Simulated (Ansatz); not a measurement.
Geometry optimisation, RKS PBE/STO-3G (Ansatz).

Input file:

```yaml
crystal:
  periodic: [false, false, false]
  atoms:
    - { symbol: C, position_ang: [0.8895, -1.2314, 1.6601] }
    - { symbol: O, position_ang: [0.7676, 0.1295, 1.1224] }
    - { symbol: C, position_ang: [0.0196, 0.301, -0.142] }
    - { symbol: C, position_ang: [0.6413, -0.6742, -1.2063] }
    - { symbol: C, position_ang: [0.4318, 1.7239, -0.6011] }
    - { symbol: Si, position_ang: [-1.9186, 0.2159, 0.0167] }
    - { symbol: H, position_ang: [-0.1209, -1.6413, 1.7364] }
    - { symbol: H, position_ang: [1.5376, -1.7941, 1.0315] }
    - { symbol: H, position_ang: [1.2791, -1.1094, 2.6926] }
    - { symbol: H, position_ang: [1.72319, -0.4859, -1.22938] }
    - { symbol: H, position_ang: [0.27504, -0.32964, -2.22474] }
    - { symbol: H, position_ang: [0.40153, -1.67487, -1.05245] }
    - { symbol: H, position_ang: [1.4689, 1.8561, -0.6965] }
    - { symbol: H, position_ang: [-0.0497, 2.0069, -1.5279] }
    - { symbol: H, position_ang: [0.1197, 2.4614, 0.1636] }
    - { symbol: H, position_ang: [-2.3003, -1.1363, 0.466] }
    - { symbol: H, position_ang: [-2.3996, 1.2263, 1.0035] }
    - { symbol: H, position_ang: [-2.5274, 0.4955, -1.3001] }
basis:
  gaussian: { orbitals: STO-3G }
hamiltonian:
  xc: pbe
relax:
  f_tol: 0.015
  max_steps: 40
output:
  orbitals: {}
```

Run as:

```bash
$ ansatz run input.yaml --threads 1 --pin off --max-ram 2048MiB --backend cpu --events-out ev --progress --plain --runs-dir out
```

**Question.** Where does it end, and by what steps?

**Answer.** It converged. Limits of this set-up: minimal basis. After 11 steps the energy has fallen by 0.624 eV; H17 moved furthest, 0.52 Å.

```tsv
step	energy less start (eV)	largest force component (eV/Å)	accepted
0	0.0000	3.656	yes
1	-0.5530	1.011	yes
2	-0.6063	0.367	yes
3	-0.6113	0.178	yes
4	-0.6142	0.091	yes
5	-0.6170	0.226	yes
6	-0.6195	0.115	yes
7	-0.6205	0.078	yes
8	-0.6230	0.057	yes
9	-0.6239	0.070	yes
10	-0.6243	0.028	yes
11	-0.6244	0.006	yes
```

```xyz
18
Properties=species:S:1:pos:R:3
C 0.718 -1.102 1.719
O 0.934 0.216 1.096
C 0.136 0.325 -0.165
C 0.676 -0.646 -1.286
C 0.423 1.806 -0.611
Si -1.774 0.090 0.045
H -0.351 -1.288 1.992
H 1.062 -1.960 1.090
H 1.320 -1.097 2.654
H 1.769 -0.522 -1.408
H 0.191 -0.413 -2.253
H 0.468 -1.705 -1.047
H 1.511 1.956 -0.746
H -0.085 2.034 -1.566
H 0.068 2.520 0.156
H -2.143 -1.315 0.132
H -2.249 0.782 1.233
H -2.433 0.658 -1.122
```

The run took 78 s on 1 thread of Intel(R) Xeon(R) Processor @ 2.70GHz (shared host), peak memory 0.15 GiB.
